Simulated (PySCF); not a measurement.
A calculated (UHF, PySCF 2.14, aug-cc-pVDZ-DK, scalar relativity by spin-free X2C-1e) atom or ion has these occupied shells.

```json
{"shell": "1s α", "electrons": "1", "orbital energy (eV)": "-324.59", "rms radius, mean of both spins (bohr)": "0.311"}
{"shell": "1s β", "electrons": "1", "orbital energy (eV)": "-323.77", "rms radius, mean of both spins (bohr)": "0.311"}
{"shell": "2s α", "electrons": "1", "orbital energy (eV)": "-33.343", "rms radius, mean of both spins (bohr)": "1.62"}
{"shell": "2s β", "electrons": "1", "orbital energy (eV)": "-29.643", "rms radius, mean of both spins (bohr)": "1.62"}
{"shell": "2p α", "electrons": "1", "orbital energy (eV)": "-24.833", "rms radius, mean of both spins (bohr)": "1.65"}
```

Task: Name the element and its charge.

Result: C⁺ (carbon, charge +1), in [He] 2s2 2p1, 2P determinant.
